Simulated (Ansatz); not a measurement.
Computed with Ansatz on PBE0-D4/def2-TZVP structures; ΔE is electronic, products minus reactants. CCSD(T)/CBS adds triple-zeta CCSD(T) − MP2 to the extrapolated MP2 energy (def2 sets, frozen cores). Functionals use def2-TZVPP. For Ga outer-core shells are correlated without core-valence functions, which leaves a few kJ/mol of doubt a bond. Scalar relativity is left out up to krypton.

`[BH2][GaH2]` + `BN=C` → `BC=NB` + `[GaH3]`  (formal exchange of groups at a B–Ga bond)

`[BH2][GaH2]`:

```xyz
6

B    -0.048   -0.888    0.646
Ga    0.041    0.779   -0.567
H    -0.023   -0.808    1.842
H    -0.128   -1.998    0.201
H    -1.251    1.547   -1.041
H     1.409    1.369   -1.081
```

`BN=C`:

```xyz
7

B     0.526    0.241   -1.167
N    -0.020   -0.009    0.043
C    -0.521   -0.238    1.155
H     0.447    1.348   -1.615
H     1.069   -0.654   -1.747
H     0.057   -0.121    2.076
H    -1.559   -0.566    1.255
```

`BC=NB`:

```xyz
9

B     0.106    0.316    1.750
C    -0.647   -0.273    0.516
N    -0.171   -0.189   -0.645
B     0.363   -0.082   -1.872
H    -0.373    0.236    2.841
H     1.161    0.844    1.576
H    -1.616   -0.776    0.628
H     0.096    0.881   -2.531
H     1.081   -0.957   -2.262
```

`[GaH3]`:

Cartesian coordinates in Å:
```
Ga 0.000 -0.001 0.000
H 1.367 0.350 0.685
H -0.039 -0.391 -1.518
H -1.328 0.042 0.833
```

```
          level  ΔE (kJ/mol)
        ωB97X-V        -17.5
CCSD/def2-TZVPP        -15.1
```

(1) What does CCSD(T)/CBS give? (Estimate.)

Largest T1 diagnostic among the species: 0.017.

## Answers

(1) Ansatz gave: -14.4 kJ/mol. The listed levels differ from it by -3.1, -0.7 kJ/mol.

Leaving LDA and LC-ωPBE aside and taking each functional with its dispersion term where it has one, the values, not all of them listed here, spread over 8.4 kJ/mol, from B97M-V to PBE0-D4. LDA lies −4.9 kJ/mol from PBE without D4. At CCSD(T), def2-SVP lies −10.0 kJ/mol from the extrapolated value and def2-TZVPP −2.3 kJ/mol.
